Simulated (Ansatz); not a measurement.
`C=CCBr` → `C=CBr` + `[CH2]` (triplet) at 400 K and 1 bar (formal loss of a carbene).

Isolated molecules relaxed with PBE0-D4/def2-TZVP in Ansatz; ΔE leaves out vibrations. CCSD(T)/CBS is the MP2 limit (def2-TZVPP, def2-QZVPP) plus CCSD(T) − MP2 in def2-TZVPP, frozen cores. This one scheme is used for every species. Triplets are unrestricted, without spin–orbit coupling. For Br outer-core shells are correlated without core-valence functions, which leaves a few kJ/mol of doubt a bond. Scalar relativity is left out up to krypton. One conformer a species, not always the lowest.

```json
{"species": "`C=CCBr`", "CCSD(T)/CBS energy (Eh)": "-2690.46304", "H − E (kJ/mol)": "210.6", "S (J/(mol·K))": "332.8"}
{"species": "`C=CBr`", "CCSD(T)/CBS energy (Eh)": "-2651.19815", "H − E (kJ/mol)": "129.0", "S (J/(mol·K))": "292.5"}
{"species": "`[CH2]` (triplet)", "CCSD(T)/CBS energy (Eh)": "-39.09499", "H − E (kJ/mol)": "59.0", "S (J/(mol·K))": "205.7"}
```

H − E and S are ideal-gas, rigid-rotor, harmonic terms from PBE0-D4/def2-TZVP, for one conformer and one mirror image of each species, with the whole ground term of open shells counted as degenerate. 1 Eh = 2625.50 kJ/mol, R = 8.31446 J/(mol·K).

**Question.** By hand: ΔE, ΔH, ΔS and ΔG.

**Answer.** ΔE = (-2651.19815) + (-39.09499) − (-2690.46304) = 0.16990 Eh = 446.1 kJ/mol. Δ(H − E) = 129.0 + 59.0 − 210.6 = -22.6, so ΔH = 423.5 kJ/mol. ΔS = 292.5 + 205.7 − 332.8 = 165.4 J/(mol·K). ΔG = 423.5 − 400 × (165.4)/1000 = 357.3 kJ/mol.

**Question.** By hand: the equilibrium constant, and the temperature at which ΔG would vanish if ΔH and ΔS stayed fixed.

**Answer.** log₁₀ K = −ΔG/(RT ln 10) = -46.7. ΔG = 0 at ΔH/ΔS = 2560 K, far beyond where these terms or the molecules hold.

The number of gas molecules changes by +1, which sets the sign of ΔS. A doubt of 5 kJ/mol in ΔE shifts log₁₀ K by 0.7 here. Other conformers and mirror images would add mixing entropy, several J/(mol·K) or more a flexible species. A triplet takes part, so the spin changes. These are equilibria of isolated gas molecules and say nothing of rates. Largest T1 diagnostic: 0.011 (customary marks: 0.02 for closed shells, 0.045 for open ones).
